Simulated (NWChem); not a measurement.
Everything below was run with NWChem. System: HClSi, charge 0, spin multiplicity 1, displaced from the optimised geometry. The structure started from a generated list of species. Level: CCSDT/cc-pVDZ, 10 core orbitals frozen, spin-restricted.

Input file:

```
start mol
memory heap 100 mb stack 700 mb global 1900 mb
geometry units angstroms nocenter noautoz noautosym
  Si    -0.750692    -0.813678     0.000000
  H      0.327639    -1.910612     0.000000
  Cl     0.733908     0.942092     0.000000
end
basis spherical
  * library cc-pvdz
end
scf
  rhf
  nopen 0
  maxiter 100
  thresh 1e-7
  semidirect memsize 60000000 filesize 0
end
tce
  freeze core 10
  ccsdt
  2eorb
  2emet 13
  thresh 1e-6
  maxiter 100
  tilesize 24
end
task tce energy
```

Part of the output:

```
             Northwest Computational Chemistry Package (NWChem) 7.3.0
             --------------------------------------------------------

                                NWChem Input Module
                                -------------------

 Scaling coordinates for geometry "geometry" by  1.889725989
 (inverse scale =  0.529177249)

                             Geometry "geometry" -> ""
                             -------------------------

 Output coordinates in angstroms (scale by  1.889725989 to convert to a.u.)

  No.       Tag          Charge          X              Y              Z
 ---- ---------------- ---------- -------------- -------------- --------------
    1 Si                  14.0000    -0.75069200    -0.81367800     0.00000000
    2 H                    1.0000     0.32763900    -1.91061200     0.00000000
    3 Cl                  17.0000     0.73390800     0.94209200     0.00000000

 Effective nuclear repulsion energy (a.u.)      62.7134213461

            Nuclear Dipole moment (a.u.)
            ----------------------------
        X                 Y               Z
 ---------------- ---------------- ----------------
     4.3357627418     5.1276958810     0.0000000000


 Summary of "ao basis" -> "" (spherical)
 ------------------------------------------------------------------------------
       Tag                 Description            Shells   Functions and Types
 ---------------- ------------------------------  ------  ---------------------
 *                          cc-pvdz                   on all atoms

 Summary of "ao basis" -> "ao basis" (spherical)
 ------------------------------------------------------------------------------
       Tag                 Description            Shells   Functions and Types
 ---------------- ------------------------------  ------  ---------------------
 Si                         cc-pvdz                  8       18   4s3p1d
 H                          cc-pvdz                  3        5   2s1p
 Cl                         cc-pvdz                  8       18   4s3p1d

                                 NWChem SCF Module
[...]
          No. of electrons :    32
           Alpha electrons :    16
            Beta electrons :    16
           No. of orbitals :    82
            Alpha orbitals :    41
             Beta orbitals :    41
        Alpha frozen cores :    10
         Beta frozen cores :    10
     Alpha frozen virtuals :     0
      Beta frozen virtuals :     0
         Spin multiplicity : singlet
    Number of AO functions :    41
       Number of AO shells :    19
        Use of symmetry is : off
      Symmetry adaption is : off
         Schwarz screening : 0.10D-09

          Correlation Information
          -----------------------
          Calculation type : Coupled-cluster singles, doubles, & triples
   Perturbative correction : none
            Max iterations :      100
        Residual threshold : 0.10D-05
     T(0) DIIS level shift : 0.00D+00
     L(0) DIIS level shift : 0.00D+00
     T(1) DIIS level shift : 0.00D+00
     L(1) DIIS level shift : 0.00D+00
     T(R) DIIS level shift : 0.00D+00
     T(I) DIIS level shift : 0.00D+00
   CC-T/L Amplitude update :  5-th order DIIS
                I/O scheme : Global Array Library
        L-threshold :  0.10D-05
        EOM-threshold :  0.10D-05
 no EOMCCSD initial starts read in
 TCE RESTART OPTIONS
 SLICE:      F
 D4D5:       F
 quantumc:   F
 qrotation:  F
 pwtce:      F
 qducc:      F
 nacto:                         0
 nrotv:                         0
 nrot:                          0

            Memory Information
            ------------------
          Available GA space size is     249035119 doubles
          Available MA space size is     104854508 doubles

 Maximum block size supplied by input
 Maximum block size        24 doubles

 tile_dim =     13

 -------------------------------------------------

 Global array virtual files algorithm will be used

 Parallel file system coherency ......... OK

 4-electron integrals stored in orbital form

 v2    file size   =           257611
 4-index algorithm nr.  13 is used
 imaxsize =       30
 imaxsize ichop =        0
 IN MAPPING 1 for UCC(4),CCSDT,CCSDTQ


 CCSDT iterations
 --------------------------------------------------------
 Iter          Residuum       Correlation     Cpu    Wall
 --------------------------------------------------------
    1   0.2574119427145  -0.2139779218443     2.4     2.4
    2   0.0749343087007  -0.2358343986255     2.3     2.3
    3   0.0552632481092  -0.2475267118440     2.3     2.3
    4   0.0251049208488  -0.2497539745257     2.4     2.4
    5   0.0246191948046  -0.2521586472585     2.3     2.3
    6   0.0073865799102  -0.2534552105982     2.3     2.3
    7   0.0047521185914  -0.2534548734552     2.3     2.3
    8   0.0028816655042  -0.2534650293406     2.4     2.4
    9   0.0022003465948  -0.2535370518328     2.3     2.3
   10   0.0014234406665  -0.2535607380286     2.3     2.3
   11   0.0004099661475  -0.2536692378595     2.3     2.3
   12   0.0002449866866  -0.2536721031713     2.3     2.3
   13   0.0001610559767  -0.2536745525852     2.3     2.3
   14   0.0001183949716  -0.2536748984091     2.3     2.3
   15   0.0000797605853  -0.2536745195916     2.3     2.3
   16   0.0000241712530  -0.2536742956480     2.3     2.3
   17   0.0000160523178  -0.2536747042357     2.4     2.4
   18   0.0000093734815  -0.2536748525307     2.3     2.3
   19   0.0000076054374  -0.2536751069988     2.3     2.3
   20   0.0000046294983  -0.2536751844351     2.3     2.3
   21   0.0000016580657  -0.2536755035346     2.4     2.4
   22   0.0000009364545  -0.2536755116985     2.3     2.3
 --------------------------------------------------------
 Iterations converged
 CCSDT correlation energy / hartree =        -0.253675511698502
 CCSDT total energy / hartree       =      -749.257567935007160

 Singles contributions

 Doubles contributions

 Task  times  cpu:       56.4s     wall:       56.4s

 Total times  cpu:       56.4s     wall:       56.4s
```
